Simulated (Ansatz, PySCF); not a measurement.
Energy difference R1 + R2 → P1 + P2, each structure at its B3LYP-D3(BJ)/def2-TZVP stationary point, reached from a drawn start (curvature not checked).
R1: SiCl4 (SMILES Cl[Si](Cl)(Cl)Cl), charge 0, multiplicity 1.
P1: Cl4Ti (SMILES [Cl][Ti]([Cl])([Cl])[Cl]), charge 0, multiplicity 1.
R2: Cl3FTi (SMILES [F][Ti]([Cl])([Cl])[Cl]), charge 0, multiplicity 1.
P2, Cl3FSi (SMILES F[Si](Cl)(Cl)Cl) (charge 0, multiplicity 1):
```
atom    x (Å)    y (Å)    z (Å)
----  -------  -------  -------
Si    -0.0347  -0.0218   0.0513
Cl     0.5484  -1.6192  -1.0486
Cl    -1.2202   1.2025  -1.0429
Cl     1.5755   0.9860   0.7536
F     -0.8691  -0.5473   1.2865
```

P less R. No zero-point or thermal terms; no spin–orbit coupling.

Codes used: Ansatz (a quantum-chemistry and plane-wave program) with Gaussian orbitals; PySCF for the D3/D4 terms. No computed number here is a measurement.

Problem. Estimate the reaction energy that BLYP-D4/def2-TZVPP returns for this input.

Solution. -282 meV

Problem. What reaction energy does SVWN5/def2-TZVPP give?

Solution. -280 meV

Problem. What reaction energy does PBE0-D3(BJ)/def2-TZVPP give?

Solution. -274 meV
